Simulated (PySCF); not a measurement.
AlH4, SMILES [AlH4-], charge -1.

Geometry optimised at PBE0-D3(BJ)/def2-TZVPD. The isomer is the one that the SMILES or the coordinates give; other isomers of the formula were not compared.

All values below come from PBE/def2-TZVPD (PySCF).

Symmetry labels are those of the subgroup D2 that the program uses (full group Td).

Computed valence orbital energies around the gap with their symmetry:
| orbital | symmetry | energy (eV) |
|---|---|---|
| HOMO−7 | A | -100.03 |
| HOMO−6 | B1 | -61.99 |
| HOMO−5 | B2 | -61.99 |
| HOMO−4 | B3 | -61.99 |
| HOMO−3 | A | -4.37 |
| HOMO−2 | B1 | -1.13 |
| HOMO−1 | B2 | -1.13 |
| HOMO | B3 | -1.13 |
| LUMO | A | 3.65 |
| LUMO+1 | B2 | 4.93 |
| LUMO+2 | B3 | 4.93 |
| LUMO+3 | B1 | 4.93 |
